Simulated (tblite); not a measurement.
C6H14P2.
Atom-mapped SMILES: `[CH3:1]/[CH:2]=[CH:3]\[P:4]([PH2:5])[CH:6]([CH3:7])[CH3:8]` (hydrogens: H9, H10, H11 on C1; H12 on C2; H13 on C3; H14, H15 on P5; H16 on C6; H17, H18, H19 on C7; H20, H21, H22 on C8)

Computed with GFN2-xTB (tblite), gas phase: L-BFGS steps from a force-field or distance-geometry start until the largest atomic force falls under 0.01 eV/Å.

Step 115: E = -680.2939 eV
```
atom  x, y, z in Å  |  force x, y, z in eV/Å
C1     -3.3179   -0.3133    0.6150    0.039  -0.014   0.035
C2     -2.4423   -0.8441   -0.4625   -0.024  -0.022  -0.046
C3     -1.1493   -0.6006   -0.6336   -0.001   0.051  -0.090
P4     -0.0929    0.4777    0.3891   -0.043   0.015   0.014
P5     -0.1451    2.2497   -0.8850   -0.034  -0.050  -0.035
C6      1.5477   -0.2355   -0.2034    0.068   0.106  -0.009
C7      2.6772    0.7922   -0.1786   -0.028   0.055   0.028
C8      1.8697   -1.4291    0.6884    0.070   0.022  -0.043
H9     -4.1001    0.3214    0.1986    0.015   0.002  -0.020
H10    -2.7411    0.2599    1.3365    0.059   0.037   0.015
H11    -3.8032   -1.1469    1.1221   -0.033   0.033   0.048
H12    -2.9371   -1.5056   -1.1667   -0.017  -0.009   0.022
H13    -0.6380   -1.0876   -1.4579    0.008   0.016  -0.027
H14    -1.3952    2.6380   -0.4108   -0.043  -0.060  -0.005
H15     0.4977    3.0306    0.0714    0.023   0.013   0.013
H16     1.4159   -0.5730   -1.2393    0.021  -0.017  -0.003
H17     2.7970    1.2272    0.8147   -0.032  -0.056  -0.029
H18     2.4725    1.6003   -0.8866    0.020  -0.056   0.055
H19     3.6211    0.3247   -0.4627   -0.064  -0.002   0.019
H20     1.0788   -2.1739    0.6454   -0.045  -0.034  -0.036
H21     1.9671   -1.1005    1.7181    0.024   0.019   0.126
H22     2.8070   -1.8922    0.3869    0.018  -0.049  -0.033
```

Step 116: E = -680.2960 eV
```
atom  x, y, z in Å  |  force x, y, z in eV/Å
C1     -3.3183   -0.3096    0.6189    0.037  -0.029   0.018
C2     -2.4414   -0.8472   -0.4544    0.035   0.000  -0.025
C3     -1.1477   -0.6052   -0.6284   -0.049   0.052  -0.059
P4     -0.0935    0.4815    0.3868   -0.020   0.028   0.012
P5     -0.1469    2.2478   -0.8966   -0.022  -0.059  -0.023
C6      1.5488   -0.2289   -0.2049    0.055   0.073  -0.013
C7      2.6805    0.7963   -0.1664   -0.035   0.025   0.016
C8      1.8662   -1.4326    0.6761    0.051   0.023  -0.021
H9     -4.1029    0.3159    0.1936    0.010   0.015  -0.007
H10    -2.7459    0.2719    1.3372    0.063   0.042   0.004
H11    -3.8007   -1.1410    1.1326   -0.033   0.033   0.046
H12    -2.9349   -1.5132   -1.1534   -0.036  -0.034   0.001
H13    -0.6361   -1.1011   -1.4461    0.016   0.014  -0.046
H14    -1.3975    2.6363   -0.4256   -0.046  -0.052  -0.001
H15     0.4966    3.0340    0.0560    0.009   0.004   0.004
H16     1.4202   -0.5581   -1.2448    0.022  -0.002   0.015
H17     2.7991    1.2204    0.8311   -0.038  -0.045  -0.020
H18     2.4812    1.6109   -0.8684    0.020  -0.056   0.059
H19     3.6227    0.3261   -0.4511   -0.052   0.007   0.012
H20     1.0736   -2.1773    0.6235   -0.006   0.004  -0.033
H21     1.9621   -1.1144    1.7104    0.013   0.008   0.094
H22     2.8043   -1.8930    0.3728    0.008  -0.052  -0.034
```

Problem. Estimate the geometry and energy of step 117. (The exact step hangs on the optimiser's Hessian estimate; all steps are aligned on step 116, rigid shifts and turns removed.)

Solution. E = -680.3005 eV, largest force 0.145 eV/Å
```
atom  x, y, z in Å  |  force x, y, z in eV/Å
C1     -3.3159   -0.2958    0.6322    0.048  -0.076  -0.026
C2     -2.4347   -0.8617   -0.4269   -0.075  -0.038   0.011
C3     -1.1441   -0.6189   -0.6139    0.033   0.033  -0.052
P4     -0.0965    0.4979    0.3738    0.031   0.024   0.014
P5     -0.1462    2.2451   -0.9363   -0.020  -0.082  -0.022
C6      1.5500   -0.2068   -0.2136    0.016  -0.036   0.008
C7      2.6870    0.8085   -0.1227   -0.039  -0.044   0.012
C8      1.8517   -1.4435    0.6314    0.015   0.033   0.036
H9     -4.1098    0.2986    0.1791    0.023   0.030   0.037
H10    -2.7539    0.3171    1.3343    0.049   0.030  -0.066
H11    -3.7870   -1.1161    1.1760   -0.016   0.058   0.013
H12    -2.9265   -1.5545   -1.1036   -0.024   0.000   0.045
H13    -0.6282   -1.1505   -1.4075   -0.001   0.061  -0.040
H14    -1.4032    2.6353   -0.4849   -0.041  -0.038   0.010
H15     0.4901    3.0416    0.0130   -0.014   0.013   0.000
H16     1.4336   -0.5090   -1.2647    0.026   0.047   0.040
H17     2.7964    1.1904    0.8922   -0.053  -0.013  -0.021
H18     2.5103    1.6484   -0.7992    0.003  -0.049   0.060
H19     3.6256    0.3337   -0.4076    0.001   0.016  -0.010
H20     1.0536   -2.1854    0.5479    0.100   0.104  -0.017
H21     1.9448   -1.1591    1.6789   -0.022  -0.025   0.000
H22     2.7927   -1.8958    0.3207   -0.041  -0.050  -0.031
```

The energy changes by -0.0045 eV. The first-order estimate −F·Δx gives -0.0082 eV and the mean of the old and new forces, exact on a quadratic surface, -0.0042 eV. The step makes an angle of 83° with the force vector and moves no atom by more than 0.084 Å.

What follows is the cost of the whole relaxation. The run took 2.9 s of wall time on one thread of an Arm Neoverse N1, shared host with 64 logical CPUs at a one-minute load of 55.
